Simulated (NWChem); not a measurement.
Species: toluene (C₇H₈); SMILES Cc1ccccc1

Results from NWChem. Structure relaxed at the PBE0/def2-SVP level. Level: M06-2X/def2-SVP with SMD (1 M gas to 1 M solution), gas-phase geometry.

For solvent water:

```
Item                                         Result
-------------------------------------------  ------
solvation free energy (kcal/mol)               -0.7
cavity-dispersion-structure term (kcal/mol)     3.2
```

### Question
What are these values for solvent ethyl acetate?

### Answer
* **solvation free energy (kcal/mol)**: -5.6
* **cavity-dispersion-structure term (kcal/mol)**: -2.4
